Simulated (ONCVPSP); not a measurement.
What one change does to a pseudopotential (B (Z = 5), ONCV)

ONCVPSP 4.0.1 input, shortened (lines: element, Z, core and valence counts, functional; n l f; lmax; l rc ep ncon nbas qcut; lloc lpopt rc5 dvloc0; l nproj debl; icmod fcfact rcfact), BLYP, scalar-relativistic:

```
  B 5.00    1    2  -106131      upf
    1    0    2.00
    2    0    1.00
    2    1    2.00
    1
    0    1.25    0.00    5    9    5.20
    1    2.85    0.00    4    8    4.40
    4    5    1.00    2.00
    0    3    0.50
    1    2    3.80
    4    0.55    0.00
```

Change: local potential polynomial inside 1.00 bohr (lpopt 5, dvloc0 -0.5 Ha).

Cutoffs: the cutoffs (Ha) at which the residual kinetic energy of the hardest occupied pseudo-wave falls to 1 and 0.1 mHa per electron; they do not see the model core or the augmentation charge, which bear on the density cutoff. Errors are all-electron minus pseudo energies relative to the spin-unpolarised reference configuration.

Task: How do hardness, ghosts and transferability respond?

Result: The potential gets neither clearly harder nor softer (12 Ha and 25 Ha → 12 Ha and 25 Ha); the bound ghosts move from s to p, s; the errors of the 4 common tests hardly move. In the separable form a ghost depends on how the local part lies against the semilocal potential of the channel, so the choice of the local part can create or remove one.

| quantity | base | changed |
| --- | --- | --- |
| cutoff, loose | 12 Ha | 12 Ha |
| cutoff, tight | 25 Ha | 25 Ha |
| bound ghosts | s | s, p |
| GHOST(+) flags under 300 eV | none | none |
| error for 2s2 2p1, meV [ΔE -5.78 eV] | -15 | -15 |
| error for 2s2 2p0, meV [ΔE 2.39 eV] | +148 | +148 |
| error for 2s1 2p0, meV [ΔE 27.74 eV] | +463 | +463 |
| error for 2s1 2p1, meV [ΔE 8.44 eV] | +42 | +36 |
| s: phases at 1.27 bohr within 0.05 rad from the reference energy up to (Ha; the scan ends near 5) | to the end of the scan | to the end of the scan |
| p: phases at 2.89 bohr within 0.05 rad from the reference energy up to (Ha; the scan ends near 5) | 0.4 | 0.3 |
| rms error of d²Exc/dni dnj with the model core, mHa | 1.28 | 1.28 |

 A true bound ghost makes a file unfit for plane-wave use even where its test errors are small: the radial tests pick states by their node count and pass the ghost by.
